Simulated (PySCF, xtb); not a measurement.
CHCl2NO2Si, SMILES O=C=N[Si](O)(Cl)Cl. The values are those of a single conformer.

Harmonic wavenumbers (cm⁻¹) from xtb 6.7.1 with GFN2-xTB at its own minimum, in rising order: 40, 72, 131, 163, 214, 221, 235, 266, 439, 500, 513, 562, 677, 785, 938, 1520, 2502, 3635.

**Question.** What does PBE-D3(BJ)/def2-SVP in PySCF give at its own minimum? (The exact figures need the calculation; the answer reports its results.)

**Answer.** 29, 42, 101, 175, 214, 249, 282, 295, 459, 580, 584, 610, 653, 796, 932, 1488, 2406, 3760. Paired by order, the mean absolute difference is 39 cm⁻¹ and the zero-point energies are 19.2 and 19.5 kcal/mol.
